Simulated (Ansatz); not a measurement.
Consider the cleavage of the Al–Si bond: `[NH2][AlH][SiH3]` + HBr → `[NH2][AlH][Br]` + SiH₄.

Program: Ansatz. Geometries: PBE0-D4/def2-TZVP. ΔE: electronic, gas phase. CCSD(T)/CBS adds triple-zeta CCSD(T) − MP2 to the extrapolated MP2 energy (def2 sets, frozen cores). This one scheme is used for every species. Functionals use def2-TZVPP. For Br outer-core shells are correlated without core-valence functions, which leaves a few kJ/mol of doubt a bond. Scalar relativity is left out up to krypton. One conformer a species, not always the lowest.

| level | ΔE (kcal/mol) |
| --- | --- |
| revPBE-D4 | -34.5 |
| r2SCAN0 | -39.8 |

Question: What does CCSD(T)/CBS give? (An estimate is asked.)

Answer: Ansatz gave: -39.3 kcal/mol. The listed levels differ from it by 4.8, -0.5 kcal/mol.

Largest T1 diagnostic among the species: 0.013.

Leaving LDA and LC-ωPBE aside and taking each functional with its dispersion term where it has one, the values, not all of them listed here, spread over 6.8 kcal/mol, from BHLYP-D4 to PBE-D4. In def2-TZVPP, CCSD(T) changes the Hartree–Fock value by +5.9 kcal/mol (the triples alone add +0.6 kcal/mol) and MP2 by +3.0 kcal/mol. From r2SCAN to r2SCAN0 (25 % exact exchange), in def2-TZVPP and without D4, ΔE moves by −1.0 kcal/mol.
